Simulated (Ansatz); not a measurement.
Energy needed to pull apart CH₂AlFO, closed shell, into free ground-state atoms, from the structure below (displaced at random from a GFN2-xTB minimum); no zero-point or spin–orbit terms; open-shell atoms are treated unrestricted, in their ground-state multiplicity.

| atom | x (Å) | y (Å) | z (Å) |
| --- | --- | --- | --- |
| F1 | -0.5067 | -2.6406 | 0.5677 |
| Al2 | -0.1833 | -0.9033 | 0.3351 |
| C3 | 0.4245 | 0.9075 | 0.0718 |
| O4 | -0.8834 | 0.3341 | -0.9259 |
| H5 | 0.8168 | 1.1107 | -0.8709 |
| H6 | 0.2644 | 1.5836 | 0.6362 |

Ansatz 0.2.0; basis: def2-TZVPP; cores frozen in the correlated methods.

```json
{"method": "PBE-D4", "atomization energy (eV)": "21.94"}
{"method": "r2SCAN-D4", "atomization energy (eV)": "21.30"}
{"method": "B97M-V", "atomization energy (eV)": "?"}
{"method": "PBE0-D4", "atomization energy (eV)": "?"}
{"method": "r2SCANh-D4", "atomization energy (eV)": "20.91"}
{"method": "wB97M-V", "atomization energy (eV)": "21.09"}
{"method": "HF", "atomization energy (eV)": "13.11"}
{"method": "MP2", "atomization energy (eV)": "21.57"}
{"method": "CCSD", "atomization energy (eV)": "19.89"}
{"method": "CCSD(T)", "atomization energy (eV)": "20.52"}
```

Problem. What does B97M-V give? (To be estimated.)

Solution. The calculation gives: 21.13 eV, which is about 0.62 eV more than CCSD(T)/def2-TZVPP.

Problem. What does PBE0-D4 give? (Judge from chemistry; the value comes from the calculation.)

Solution. By the calculation: 20.81 eV, which is about 0.29 eV more than CCSD(T)/def2-TZVPP.

In triple zeta the MP2 and coupled-cluster atomization energies are still short of their basis limit by a few kcal/mol a bond, whereas those of the functionals are nearly converged, so these differences are not deviations from converged CCSD(T).

The T1 diagnostic stays at or below 0.021. The restricted Hartree–Fock reference is unstable towards an unrestricted one here.

For scale, one of the runs: CCSD(T)/def2-TZVPP forces, 163 basis functions (an equivalent command: `ansatz run in.yaml --threads 4`). The run took 46 s on 4 CPU threads (shared host), with 2.4 GiB of host memory at its peak.
